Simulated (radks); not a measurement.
Values are calculated unless marked as measured or tabulated.
Kinetic energies: the exact non-interacting value of the Kohn-Sham orbitals and orbital-free approximations, in hartree. Species: Be [He] 2s2; Ca2+ [Ar]. Level of theory: non-relativistic Kohn-Sham, r2SCAN, spin-polarised, spherical densities, point nucleus; meta-GGA in the generalised Kohn-Sham scheme (a radial shooting solver on a logarithmic mesh with Libxc functionals). Every spin shell is full or empty, so the densities are truly spherical. Functionals are evaluated on that one density, not self-consistently.

| functional | Be | Ca2+ |
|---|---|---|
| exact | 14.5821 | 676.246 |
| Thomas-Fermi | 13.115 | 629.52 |
| TF + vW | 26.786 | 1013.5 |
| TF + vW/9 | 14.634 | 672.18 |
| TF + vW/5 | 15.849 | 706.31 |
| LC94 | 14.625 | 677.09 |
| revAPBEK | 14.745 | 680.00 |
| Perdew 92 | 14.637 | 672.26 |
| Thakkar | 14.659 | 675.12 |
| Pearson | 13.996 | 666.93 |
| LKT | 22.567 | 866.08 |
| PG1 | 21.488 | 828.89 |
| DePristo-Kress | 14.412 | 676.67 |
| Ernzerhof | 14.948 | 675.84 |
